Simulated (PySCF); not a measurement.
Magnetisability: `[CH3][GeH2][CH2]/C(C)=C\Cl`, C$_{5}$H$_{11}$ClGe

Geometry (Å), atoms numbered from 1 in this order:
```xyz
18

C     2.1905   -0.2657    0.6992
Ge    1.3711    1.2125   -0.3237
C    -0.5245    0.8369   -0.8642
C    -1.1818   -0.2069   -0.0305
C    -1.7757   -1.3821   -0.7428
C    -1.2245   -0.1149    1.2922
Cl   -0.4938    1.2198    2.0902
H     1.5561   -1.1474    0.6616
H     2.3274    0.0047    1.7415
H     3.1598   -0.5272    0.2864
H     2.1338    1.3734   -1.6247
H     1.5276    2.5474    0.3518
H    -1.0791    1.7742   -0.7835
H    -0.5397    0.5388   -1.9116
H    -2.2172   -2.0867   -0.0430
H    -2.5432   -1.0479   -1.4399
H    -1.0035   -1.8924   -1.3182
H    -1.6920   -0.8302    1.9476
```

Method used: PySCF, GIAO KT3/pcSseg-1 magnetisability, rotational g tensor and spin-rotation constants, non-relativistic, gas phase. Geometry: GFN2-xTB.

The calculation is non-relativistic, which matters for the atoms heavier than Zn.

Task: What are the magnetisability and the molar susceptibility?

Result: Isotropic -1655 × 10⁻³⁰ J/T², or -99.6 × 10⁻⁶ cm³/mol; principal values -1740, -1656, -1568 × 10⁻³⁰ J/T², anisotropy 149 × 10⁻³⁰ J/T² (root of half the summed squared differences of the principal values). The susceptibility is in cgs units.

Task: Split it along the inertial axes a, b, c into diamagnetic and paramagnetic parts about the centre of mass, with the quadrupole moment.

Result: 
| axis | χ (10⁻⁶ cm³/mol) | diamagnetic (10⁻⁶ cm³/mol) | paramagnetic (10⁻⁶ cm³/mol) | summed x² of all electrons (Å²) | quadrupole Θ (D Å) |
| --- | --- | --- | --- | --- | --- |
| a | -99.3 | -815.8 | 716.5 | 207.1 | +0.60 |
| b | -98.4 | -1143.0 | 1044.6 | 129.9 | -0.22 |
| c | -101.2 | -1429.7 | 1328.5 | 62.3 | -0.38 |

Anisotropies 2χaa − χbb − χcc = +1.0 and 2χbb − χaa − χcc = +3.8 × 10⁻⁶ cm³/mol. Θ is traceless in Buckingham's convention.

Task: And the rotational g tensor?

Result: 
```csv
axis,rotational constant (GHz),g,nuclear part,electronic part
a,1.7537,-0.0101,0.5802,-0.5903
b,1.1487,-0.0068,0.5569,-0.5637
c,0.8788,-0.0040,0.5444,-0.5485
```
Asymmetric top; isotopes 12C, 35Cl, 74Ge, 1H; no vibrational averaging.
